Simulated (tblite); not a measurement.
Compound: C4H8FO2Si (doublet state).
Geometry (GFN2-xTB, Å), atoms numbered from 1 in this order:
```xyz
16
C4H8FO2Si angstrom
C      2.1636    0.3328    1.0192
O      1.0042    0.0744    0.2667
Si     0.8532   -0.1558   -1.3302
F      1.9201   -1.2836   -1.7805
C     -0.8832   -0.8786   -1.5773
C     -1.9522   -0.6810   -0.8738
C     -2.4433    0.0677    0.2790
O     -1.6285    1.1591    0.6685
H      2.9529   -0.3767    0.7689
H      1.9029    0.2309    2.0725
H      2.5197    1.3464    0.8276
H      1.2233    0.9982   -2.1298
H     -0.9234   -1.5319   -2.4415
H     -3.4234    0.5006    0.0488
H     -2.5749   -0.6346    1.1192
H     -0.7185    0.8410    0.7456
```

Level: GFN2-xTB in tblite, geometry and Hessian alike; calculated harmonic values, unscaled, isolated species. The method is semi-empirical: single wavenumbers can be off by several per cent or more. Modes of hydrogen on silicon can be 10 to 20 % off. One conformer, not necessarily the lowest. Open shells enter through the occupations alone, without spin polarisation, and single modes of such species can be off by tens of per cent.

Harmonic wavenumbers (cm⁻¹): 27.4, 66.7, 83.6, 92.6, 125.9, 145.9, 157.0, 238.8, 282.8, 332.8, 367.8, 525.0, 581.6, 617.3, 677.2, 695.0, 696.6, 772.2, 819.5, 923.0, 952.1, 1015.1, 1121.2, 1125.1, 1145.5, 1152.4, 1168.9, 1274.3, 1327.1, 1411.3, 1427.4, 1473.9, 1478.7, 1770.8, 2346.3, 2828.2, 2931.3, 2974.3, 2985.6, 2988.0, 3003.2, 3476.0.

A = 2431, B = 1230, C = 878.3 MHz; mass 135.028 u (most abundant isotopes); point group C1, symmetry number 1; spin multiplicity 2.

Task: What is the zero-point energy?

Result: ½Σν̃ = 24803 cm⁻¹ = 70.92 kcal/mol.

Task: Entropy at 298.15 K, 1 bar (ideal gas, RRHO, classical rotation)?

Result: Translation 40.64, rotation 29.19, vibration 35.24, spin (R ln 2) 1.38: S = 106.5 cal/(mol K).

Task: And Cp and H(298.15 K) − H(0)?

Result: Cp = 38.49 cal/(mol K), of which vibrations give 30.54 (their classical limit is 42 R = 83.5); H(298.15 K) − H(0) = 7.49 kcal/mol without the zero-point energy, 5.12 from vibrations.

Task: How do the functions run with temperature in this model?

Result: 
```
 T (K)  S (cal/(mol K))  Cp (cal/(mol K))  H − H(0) (kcal/mol)  G − H(0) (kcal/mol)  ln q(vib)
    50             62.3              15.6                 0.56                -2.55       0.99
   100             75.1              21.7                 1.51                -6.00       2.75
373.15            115.7              44.4                10.60               -32.59      11.21
   500            129.9              52.7                16.78               -48.19      14.59
   750            153.6              64.1                31.49               -83.73      20.66
  1000            173.2              71.5                48.51              -124.66      26.06
```

q(vib) and H(0) count from the zero-point level.

Task: What must be added to the electronic energy to get the Gibbs energy at 298.15 K and 1 bar?

Result: ZPE + [H(298.15 K) − H(0)] − T·S = 70.92 + 7.49 − 31.74 = 46.67 kcal/mol.

Hindered rotation and anharmonicity are outside this model. Other conformers, if any are populated, would add a mixing term that is left out. The structure is chiral; the term R ln 2 for an equal mix with its mirror image is left out.
